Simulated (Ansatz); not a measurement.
`F[SiH]1[SiH2][Se]1` + H₂ → `[SiH2]1[SiH2][Se]1` + H–F at 700 K and 1 bar (hydrogenolysis of the Si–F bond).

Program: Ansatz. Geometries: PBE0-D4/def2-TZVP. ΔE: electronic, gas phase. CBS: MP2 limit from def2 TZ/QZ plus the TZ coupled-cluster correction, frozen cores. This one scheme is used for every species. For Se outer-core shells are correlated without core-valence functions, which leaves a few kJ/mol of doubt a bond. Scalar relativity is left out up to krypton.

```csv
species,CCSD(T)/CBS energy (Eh),H − E (kJ/mol),S (J/(mol·K))
`F[SiH]1[SiH2][Se]1`,-3080.54644,142.8,423.8
H₂,-1.17544,46.8,155.3
`[SiH2]1[SiH2][Se]1`,-2981.28746,150.4,390.4
H–F,-100.39570,45.2,198.5
```

H − E and S are ideal-gas, rigid-rotor, harmonic terms from PBE0-D4/def2-TZVP, for one conformer and one mirror image of each species. The MP2-based limit puts H₂ 0.8 mEh under its directly extrapolated value; such offsets cancel only in part. 1 Eh = 2625.50 kJ/mol, R = 8.31446 J/(mol·K).

Task: By hand: ΔE, ΔH, ΔS and ΔG.

Result: ΔE = (-2981.28746) + (-100.39570) − (-3080.54644) − (-1.17544) = 0.03872 Eh = 101.7 kJ/mol. Δ(H − E) = 150.4 + 45.2 − 142.8 − 46.8 = 6.0, so ΔH = 107.7 kJ/mol. ΔS = 390.4 + 198.5 − 423.8 − 155.3 = 9.8 J/(mol·K). ΔG = 107.7 − 700 × (9.8)/1000 = 100.8 kJ/mol.

Task: By hand: the equilibrium constant, and the temperature at which ΔG would vanish if ΔH and ΔS stayed fixed.

Result: log₁₀ K = −ΔG/(RT ln 10) = -7.5. ΔG = 0 at ΔH/ΔS = 10990 K, far beyond where these terms or the molecules hold.

The number of gas molecules stays the same, so ΔS is small and ΔH decides. A doubt of 5 kJ/mol in ΔE shifts log₁₀ K by 0.4 here. Other conformers and mirror images would add mixing entropy, several J/(mol·K) or more a flexible species. These are equilibria of isolated gas molecules and say nothing of rates. Largest T1 diagnostic: 0.012 (customary marks: 0.02 for closed shells, 0.045 for open ones).
